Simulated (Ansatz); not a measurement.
Born–Oppenheimer molecular dynamics of Cl$_{2}$H$_{2}$O$_{2}$Sn (7 atoms, charge 0, multiplicity 1). It starts from a relaxed structure.

Computed with RHF/def2-SVP in Ansatz 0.2.0.

```
ensemble        : NVT, Langevin thermostat
time step       : 1 fs
steps asked     : 250
set temperature : 200 K
friction        : 0.01 /fs
seed            : 787599
```

First frame:

```xyz
7
Properties=species:S:1:pos:R:3
Sn -0.045 -0.086 -0.024
O -0.057 -0.202 1.904
H -0.840 0.036 2.378
O 1.780 -0.038 -0.643
H 2.243 -0.856 -0.754
Cl -1.117 1.845 -0.712
Cl -1.131 -1.933 -0.920
```

Task: How far do the bonds stretch over the last three quarters of this one trajectory? (Pairs bonded in most of those frames.)

Result: 
```json
{"bond": "Sn1–O2", "mean (Å)": "1.936", "spread (Å)": "0.020", "shortest": "1.90", "longest": "1.98"}
{"bond": "Sn1–O4", "mean (Å)": "1.931", "spread (Å)": "0.012", "shortest": "1.90", "longest": "1.95"}
{"bond": "Sn1–Cl6", "mean (Å)": "2.316", "spread (Å)": "0.015", "shortest": "2.28", "longest": "2.34"}
{"bond": "Sn1–Cl7", "mean (Å)": "2.312", "spread (Å)": "0.031", "shortest": "2.24", "longest": "2.37"}
{"bond": "O2–H3", "mean (Å)": "0.947", "spread (Å)": "0.016", "shortest": "0.92", "longest": "0.97"}
{"bond": "O4–H5", "mean (Å)": "0.947", "spread (Å)": "0.009", "shortest": "0.92", "longest": "0.97"}
```

Mean temperature of the second half: 154 K. The mean temperature of the second half is 23 % below the set value. A run of 0.25 ps of so small a system gives no equilibrium averages.

Time of the run: 5.5 min on 2 threads of Arm Neoverse V2, on a shared host, peak memory 0.23 GiB.
